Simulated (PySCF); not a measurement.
Compound: C₆H₄N₂.
Numbering: `[CH3:1][C:2]#[C:3][CH:4]([C:5]#[N:6])[C:7]#[N:8]` (hydrogens: H9, H10, H11 on C1; H12 on C4)

Geometry (GFN2-xTB, Å), atoms numbered from 1 in this order:
```xyz
12
C6H4N2 angstrom
C      2.533    0.378   -0.054
C      1.126    0.060   -0.089
C     -0.036   -0.228   -0.132
C     -1.462   -0.543   -0.158
C     -1.961   -0.655    1.204
N     -2.332   -0.746    2.279
C     -2.183    0.509   -0.856
N     -2.729    1.342   -1.413
H      2.680    1.425   -0.313
H      2.925    0.201    0.947
H      3.075   -0.246   -0.764
H     -1.634   -1.498   -0.678
```

PySCF, density fitting, gas phase, GFN2-xTB geometry. The standard run uses grid level 2 after a coarse-grid start, the def2-universal JK fitting basis (with tight functions added where the orbital basis needs them), an energy threshold of 1e-9 Eh and DIIS. The changed runs have no coarse-grid stage.

Task: Standard PBE0/def2-SVPD: E = -339.778331 Eh, HOMO -8.596 eV, LUMO -0.422 eV, dipole 4.928 D, 14 cycles (coarse-grid cycles included). What changes at PBE0/def2-SVPD with: level shift 0.2 Eh?

Result: E = -339.778331 Eh (0.000 mEh), HOMO -8.596 eV (0.000), LUMO -0.422 eV (0.000), dipole 4.927 D (-0.001), 11 SCF cycles. The result matches the standard run within 0.02 mEh and 0.003 eV; such settings steer the iterations and don't enter the energy expression.

The cycles:
```
cycle   1  E = -339.5970724106  dE =  1.364e+00  |g| = 8.373e-01  |ddm| = 6.901e+00
cycle   2  E = -339.3865234115  dE =  2.105e-01  |g| = 1.371e+00  |ddm| = 3.214e+00
cycle   3  E = -339.7440943139  dE = -3.576e-01  |g| = 3.812e-01  |ddm| = 1.485e+00
cycle   4  E = -339.7757712213  dE = -3.168e-02  |g| = 9.969e-02  |ddm| = 6.494e-01
cycle   5  E = -339.7782479102  dE = -2.477e-03  |g| = 1.636e-02  |ddm| = 1.953e-01
cycle   6  E = -339.7783197364  dE = -7.183e-05  |g| = 7.090e-03  |ddm| = 5.211e-02
cycle   7  E = -339.7783298635  dE = -1.013e-05  |g| = 2.214e-03  |ddm| = 2.378e-02
cycle   8  E = -339.7783309194  dE = -1.056e-06  |g| = 5.886e-04  |ddm| = 5.036e-03
cycle   9  E = -339.7783310078  dE = -8.847e-08  |g| = 1.178e-04  |ddm| = 1.397e-03
cycle  10  E = -339.7783310137  dE = -5.881e-09  |g| = 3.142e-05  |ddm| = 4.959e-04
cycle  11  E = -339.7783310144  dE = -6.348e-10  |g| = 1.085e-05  |ddm| = 1.891e-04
```
